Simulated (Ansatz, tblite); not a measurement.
Spin states of Au2Br, each relaxed with PBE-D4/def2-TZVP in Ansatz. Electronic energies in the gas phase.

In the def2 sets Au takes a core potential; there is no spin–orbit coupling. The xTB rows come from tblite. HSE06 is defined as in plane-wave codes, on full-range PBE exchange. Correlated methods freeze 9 core orbitals; core or outer-core shells of Au, Br are correlated, in sets that lack core-valence functions. The rows differ in basis, and correlated rows in double-zeta sets carry the largest basis error. In CCSD on the charge 0 doublet the largest single amplitude is 0.27, so its Hartree–Fock determinant may place the open shell otherwise than the density functionals do. The structure comes from a short search, and lower isomers may exist.

Doublet geometry (Cs within 0.1 Å):

```
atom   x (Å)   y (Å)   z (Å)
 Au1   0.354   0.150  -0.041
 Au2   0.116  -2.052  -1.303
 Br3  -0.469   1.902   1.345
```

Quartet geometry (C2v within 0.1 Å):

```xyz
3

Au   -0.892   -0.009   -1.256
Au   -0.018   -1.185    0.985
Br    0.911    1.194    0.271
```

⟨S²⟩: doublet 0.76 at PBE0-D4/def2-TZVP (pure 0.75), quartet 3.76 at PBE0-D4/def2-TZVP (pure 3.75).

Only these spin states were relaxed. The quartet has other bonds than the doublet, so the gap mixes isomer and spin.

```json
{"level": "GFN1-xTB", "quartet − doublet (kcal/mol)": "55.7", "lowest of these": "doublet"}
{"level": "GFN2-xTB", "quartet − doublet (kcal/mol)": "102.0", "lowest of these": "doublet"}
{"level": "HF/def2-SVP", "quartet − doublet (kcal/mol)": "61.1", "lowest of these": "doublet"}
{"level": "HF/def2-TZVP", "quartet − doublet (kcal/mol)": "59.4", "lowest of these": "doublet"}
{"level": "PBE-D4/def2-TZVP", "quartet − doublet (kcal/mol)": "48.3", "lowest of these": "doublet"}
{"level": "BLYP-D4/def2-TZVP", "quartet − doublet (kcal/mol)": "48.8", "lowest of these": "doublet"}
{"level": "r2SCAN-D4/def2-TZVP", "quartet − doublet (kcal/mol)": "45.7", "lowest of these": "doublet"}
{"level": "r2SCANh-D4/def2-TZVP", "quartet − doublet (kcal/mol)": "46.4", "lowest of these": "doublet"}
{"level": "PBE0-D4/def2-TZVP", "quartet − doublet (kcal/mol)": "50.2", "lowest of these": "doublet"}
{"level": "r2SCAN0-D4/def2-TZVP", "quartet − doublet (kcal/mol)": "47.9", "lowest of these": "doublet"}
{"level": "HSE06-D4/def2-TZVP", "quartet − doublet (kcal/mol)": "50.3", "lowest of these": "doublet"}
{"level": "RPA@PBE/def2-TZVP", "quartet − doublet (kcal/mol)": "48.8", "lowest of these": "doublet"}
{"level": "MP2/def2-SVP", "quartet − doublet (kcal/mol)": "52.1", "lowest of these": "doublet"}
{"level": "MP2/def2-TZVP", "quartet − doublet (kcal/mol)": "52.6", "lowest of these": "doublet"}
{"level": "CCSD/def2-SVP", "quartet − doublet (kcal/mol)": "53.4", "lowest of these": "doublet"}
{"level": "CCSD(T)/def2-SVP", "quartet − doublet (kcal/mol)": "51.4", "lowest of these": "doublet"}
```

Change of the quartet − doublet gap on mixing in exact exchange, in kcal/mol: PBE to PBE0 (25 % exact exchange) 1.9; r2SCAN to r2SCANh (10 % exact exchange) 0.7; r2SCAN to r2SCAN0 (25 % exact exchange) 2.2.

The xTB methods have no spin-polarisation term.
